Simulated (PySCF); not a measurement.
C2H6F2Si, SMILES [SiH](CC)(F)F.

Geometry: r2SCAN-D4/def2-SVP. Other conformers were not sampled.

Calculation: PySCF with B3LYP/def2-TZVP.

Symmetry labels are those of the subgroup Cs that the program uses (full group Cs).

Computed valence orbital energies around the gap with their symmetry:
| orbital | symmetry | energy (eV) |
|---|---|---|
| HOMO−7 | A" | -12.55 |
| HOMO−6 | A" | -11.68 |
| HOMO−5 | A' | -11.65 |
| HOMO−4 | A" | -11.41 |
| HOMO−3 | A' | -11.06 |
| HOMO−2 | A' | -10.29 |
| HOMO−1 | A" | -9.97 |
| HOMO | A' | -8.71 |
| LUMO | A' | 0.52 |
| LUMO+1 | A" | 0.63 |
| LUMO+2 | A' | 0.97 |
| LUMO+3 | A' | 2.06 |
